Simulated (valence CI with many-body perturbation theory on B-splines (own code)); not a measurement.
## Pr46+: electric-dipole lines

Calculated by relativistic CI+MBPT: three valence electrons over a frozen Dirac-Fock core [Ne], radial functions for each j: 11 s, 11 p, 9 d, 7 f, 5 g, 2 h, 1 i, with the one-electron correlation potential Σ1, the two-electron term Σ2, the three-electron term Σ3, Breit, model QED; selected CI, second order for the rest (own B-spline code, finite nucleus).

No measured spectrum was set against this ion. As an estimate, large intervals hold to a few tenths of a per cent, small ones and those within an open d or f shell to about a per cent.

Lines 101 to 150 of 276 in falling wavelength, among levels below 5987.9 × 10³ cm⁻¹, chosen from the strongest by gf and those to the six lowest levels. Wavelengths and rates use the calculated energies. Electric multipoles are in the length gauge, E1 and E2 with the static RPA response of the core. Weak lines are less certain than strong ones. Lines between different terms over intervals too small for the method are left out, as are lines whose strength nearly cancels. The highest levels of a list are the least certain.

Levels are named by their leading jj configuration (3d3/2^4 stands for four electrons in 3d with j = 3/2), which in mixed levels can hold well under half, so a name can repeat and another be missing. Letters in brackets count levels of one name in rising energy.

```tsv
λ vac (nm)	Upper	Lower	A (s⁻¹)	S (a.u.)
5.801	(3s 3d3/2 3d5/2) J=5/2 [b]	(3s 3p3/2 3d3/2) J=5/2 [a]	7.15e+10	4.14e-02
5.759	(3s 3d3/2 3d5/2) J=3/2 [b]	(3s 3p3/2 3d3/2) J=3/2 [a]	3.34e+10	1.26e-02
5.722	(3s 3p1/2 3d5/2) J=5/2 [b]	(3s 3p1/2 3p3/2) J=3/2 [a]	8.47e+09	4.70e-03
5.632	(3s 3p1/2 3d5/2) J=3/2	(3s 3p1/2 3p3/2) J=3/2 [a]	5.12e+10	1.81e-02
5.628	(3p1/2 3p3/2 3d3/2) J=5/2 [b]	(3s 3p1/2 3d5/2) J=3/2	2.80e+10	1.48e-02
5.612	(3s 3p1/2 3p3/2) J=3/2 [a]	(3s^2 3p1/2) J=1/2	1.27e+09	4.44e-04
5.468	(3s 3p3/2 3d5/2) J=3/2 [b]	(3s 3p3/2^2) J=5/2	7.29e+10	2.35e-02
5.445	(3p1/2 3p3/2 3d5/2) J=7/2 [a]	(3s 3p1/2 3d5/2) J=5/2 [b]	2.25e+10	1.43e-02
5.419	(3s 3p3/2 3d5/2) J=5/2 [b]	(3s 3p3/2^2) J=5/2	8.81e+10	4.15e-02
5.390	(3s 3p3/2 3d5/2) J=5/2 [a]	(3s^2 3d5/2) J=5/2	1.40e+11	6.50e-02
5.313	(3p1/2 3p3/2 3d5/2) J=3/2 [a]	(3s 3p1/2 3d5/2) J=3/2	1.56e+11	4.61e-02
5.279	(3s 3p3/2^2) J=5/2	(3s^2 3p3/2) J=3/2	2.14e+11	9.34e-02
5.262	(3p1/2 3p3/2^2) J=3/2	(3s 3p1/2 3p3/2) J=1/2	2.76e+11	7.94e-02
5.249	(3p1/2 3p3/2 3d5/2) J=7/2 [a]	(3s 3p1/2 3d5/2) J=7/2	2.29e+10	1.31e-02
5.181	(3p1/2 3p3/2^2) J=5/2	(3s 3p1/2 3p3/2) J=3/2 [b]	1.85e+11	7.63e-02
5.180	(3s 3p3/2 3d5/2) J=7/2 [a]	(3s^2 3d5/2) J=5/2	8.48e+10	4.66e-02
5.179	(3s 3p3/2 3d5/2) J=3/2 [a]	(3s^2 3d5/2) J=5/2	5.88e+10	1.61e-02
5.175	(3p1/2 3p3/2 3d5/2) J=5/2 [a]	(3s 3p1/2 3d5/2) J=5/2 [b]	1.45e+11	5.96e-02
5.159	(3p1/2 3p3/2 3d3/2) J=5/2 [b]	(3s 3p1/2 3d5/2) J=5/2 [a]	2.40e+10	9.74e-03
5.148	(3p1/2 3p3/2 3d3/2) J=5/2 [a]	(3s 3p1/2 3d3/2) J=5/2	6.73e+10	2.72e-02
5.145	(3s 3p3/2 3d3/2) J=3/2 [b]	(3s^2 3d3/2) J=3/2	1.58e+11	4.26e-02
5.104	(3p1/2 3p3/2 3d5/2) J=9/2	(3s 3p1/2 3d5/2) J=7/2	1.43e+11	9.37e-02
5.087	(3p1/2 3p3/2^2) J=3/2	(3s 3p1/2 3p3/2) J=3/2 [b]	9.59e+10	2.49e-02
5.075	(3p1/2 3p3/2 3d5/2) J=7/2 [a]	(3s 3p1/2 3d5/2) J=5/2 [a]	2.16e+11	1.11e-01
5.023	(3p1/2 3p3/2 3d3/2) J=3/2 [a]	(3s 3p1/2 3d3/2) J=5/2	8.26e+10	2.07e-02
5.011	(3p1/2 3p3/2 3d3/2) J=3/2 [b]	(3s 3p1/2 3d3/2) J=3/2 [b]	4.12e+10	1.02e-02
4.998	(3p1/2 3p3/2 3d5/2) J=5/2 [a]	(3s 3p1/2 3d5/2) J=7/2	5.34e+10	1.98e-02
4.997	(3p1/2 3p3/2 3d3/2) J=5/2 [b]	(3s 3p1/2 3d3/2) J=3/2 [b]	1.86e+11	6.88e-02
4.979	(3p3/2^3) J=3/2	(3s 3p3/2^2) J=3/2	7.58e+11	1.85e-01
4.976	(3p1/2 3p3/2 3d5/2) J=7/2 [b]	(3s 3p1/2 3d5/2) J=5/2 [b]	3.35e+10	1.63e-02
4.966	(3p1/2 3p3/2 3d3/2) J=3/2 [b]	(3s 3p1/2 3d3/2) J=1/2	5.94e+10	1.44e-02
4.957	(3p1/2 3p3/2 3d3/2) J=5/2 [a]	(3s 3p1/2 3d3/2) J=3/2 [a]	7.60e+10	2.74e-02
4.947	(3p1/2 3p3/2 3d3/2) J=7/2	(3s 3p1/2 3d3/2) J=5/2	2.19e+11	1.04e-01
4.943	(3s 3p1/2 3p3/2) J=3/2 [b]	(3s^2 3p1/2) J=1/2	1.55e+11	3.69e-02
4.929	(3p1/2^2 3p3/2) J=3/2	(3s 3p1/2^2) J=1/2	8.96e+10	2.12e-02
4.915	(3s 3p3/2 3d5/2) J=7/2 [b]	(3s^2 3d5/2) J=5/2	2.24e+11	1.05e-01
4.904	(3p1/2 3p3/2^2) J=1/2	(3s 3p1/2 3p3/2) J=3/2 [b]	3.42e+11	3.98e-02
4.893	(3p1/2 3p3/2 3d5/2) J=3/2 [a]	(3s 3p1/2 3d5/2) J=5/2 [a]	8.78e+10	2.03e-02
4.888	(3p1/2 3p3/2 3d3/2) J=1/2 [b]	(3s 3p1/2 3d3/2) J=1/2	1.39e+11	1.60e-02
4.876	(3p3/2^3) J=3/2	(3s 3p3/2^2) J=1/2	1.91e+11	4.37e-02
4.841	(3p1/2 3p3/2 3d3/2) J=3/2 [a]	(3s 3p1/2 3d3/2) J=3/2 [a]	1.62e+11	3.62e-02
4.837	(3p1/2 3p3/2 3d5/2) J=1/2	(3s 3p1/2 3d5/2) J=3/2	9.05e+10	1.01e-02
4.837	(3p1/2 3p3/2^2) J=5/2	(3s 3p1/2 3p3/2) J=5/2	8.71e+10	2.92e-02
4.834	(3s 3p3/2 3d3/2) J=5/2 [b]	(3s^2 3d3/2) J=3/2	6.96e+11	2.33e-01
4.813	(3p1/2 3p3/2 3d5/2) J=7/2 [b]	(3s 3p1/2 3d5/2) J=7/2	6.44e+10	2.84e-02
4.802	(3p1/2 3p3/2 3d3/2) J=1/2 [a]	(3s 3p1/2 3d3/2) J=3/2 [a]	3.23e+11	3.54e-02
4.788	(3s 3p3/2 3d3/2) J=1/2 [b]	(3s^2 3d3/2) J=3/2	5.86e+11	6.35e-02
4.788	(3s 3p1/2 3p3/2) J=1/2	(3s^2 3p1/2) J=1/2	5.36e+11	5.80e-02
4.781	(3s 3p3/2 3d5/2) J=3/2 [a]	(3s^2 3d3/2) J=3/2	8.55e+10	1.85e-02
4.778	(3s 3p3/2^2) J=1/2	(3s^2 3p3/2) J=3/2	3.83e+11	4.13e-02
```
